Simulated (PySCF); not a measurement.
`[AlH2][c]1ccco1`, C$_{4}$H$_{5}$AlO

Geometry:
| atom | x (Å) | y (Å) | z (Å) |
| --- | --- | --- | --- |
| Al1 | 2.398 | 0.220 | -0.014 |
| C2 | 0.447 | 0.031 | -0.001 |
| C3 | -0.454 | -0.775 | 0.654 |
| C4 | -1.761 | -0.398 | 0.219 |
| C5 | -1.572 | 0.614 | -0.673 |
| O6 | -0.262 | 0.879 | -0.814 |
| H7 | 3.107 | 1.213 | 1.003 |
| H8 | 3.274 | -0.624 | -1.035 |
| H9 | -0.212 | -1.557 | 1.373 |
| H10 | -2.713 | -0.823 | 0.529 |
| H11 | -2.254 | 1.220 | -1.265 |

Method used: PySCF 2.14.0, GIAO KT3/pcSseg-1 magnetisability, rotational g tensor and spin-rotation constants, non-relativistic, gas phase. Geometry: PBE0-D3(BJ)/def2-SVP.

**Question.** How diamagnetic is it, and how anisotropic?

**Answer.** Isotropic -868 × 10⁻³⁰ J/T², or -52.3 × 10⁻⁶ cm³/mol; principal values -1327, -659, -618 × 10⁻³⁰ J/T², anisotropy 689 × 10⁻³⁰ J/T² (root of half the summed squared differences of the principal values). The susceptibility is in cgs units.

**Question.** Split it along the inertial axes a, b, c into diamagnetic and paramagnetic parts about the centre of mass, with the quadrupole moment.

**Answer.** 
| axis | χ (10⁻⁶ cm³/mol) | diamagnetic (10⁻⁶ cm³/mol) | paramagnetic (10⁻⁶ cm³/mol) | summed x² of all electrons (Å²) | quadrupole Θ (D Å) |
| --- | --- | --- | --- | --- | --- |
| a | -37.7 | -224.2 | 186.6 | 151.0 | +1.41 |
| b | -39.2 | -698.9 | 659.7 | 39.1 | +7.39 |
| c | -79.9 | -806.3 | 726.4 | 13.8 | -8.80 |

Anisotropies 2χaa − χbb − χcc = +43.7 and 2χbb − χaa − χcc = +39.2 × 10⁻⁶ cm³/mol. Θ is traceless in Buckingham's convention.

**Question.** And the rotational g tensor?

**Answer.** 
```tsv
axis	rotational constant (GHz)	g	nuclear part	electronic part
a	8.7549	-0.1542	0.6130	-0.7673
b	1.9375	-0.0360	0.5645	-0.6005
c	1.6253	+0.0082	0.5628	-0.5547
```
Asymmetric top; isotopes 27Al, 12C, 1H, 16O; no vibrational averaging.
